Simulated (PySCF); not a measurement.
# Bond length, frequency and bond energy of SiSe by level of theory

State: ¹Σ⁺ (singlet), closed shell. Set-up: basis Si cc-pV(D+d)Z, Se cc-pVDZ-PP with ECP10; scalar-relativistic core potentials; PySCF 2.14. De refers to Si + Se in their high-spin ground configurations, without counterpoise correction. A positive dipole means Si(−)Se(+).

```csv
Level,Re (Å),ωe (cm⁻¹),De (eV),μ (D)
RHF,2.045,637,3.17,-1.94
RHF-MP2,2.081,584,5.20,n/a
RHF-SCS-MP2,2.080,586,5.04,n/a
RHF-CCSD,2.075,596,4.77,n/a
RHF-CCSD(T),2.089,571,5.03,n/a
PBE,2.093,559,5.74,-1.12
PBEsol,2.084,566,6.07,-1.12
r²SCAN,2.074,581,5.55,-1.21
PBE0,2.067,594,5.43,-1.33
r²SCAN0,2.058,605,5.28,-1.40
MN15,2.061,603,5.50,-1.28
LC-ωPBE,2.036,639,5.00,-1.44
```

The bond length runs from 2.036 Å (LC-ωPBE) to 2.093 Å (PBE). De spans 3.17 eV (RHF, mean field) to 6.07 eV (PBEsol, GGA). Correlation at CCSD(T) changes the Hartree–Fock bond energy by +1.86 eV; the triples alone change it by +0.26 eV.

Correlated steps freeze 9 core orbitals. Correlated levels converge slowly with the basis: in double zeta they bind strong bonds too weakly, by up to about 1 eV, and carry superposition errors of some tenths. Where the molecule has an RHF reference, its open-shell atoms are computed with UHF.
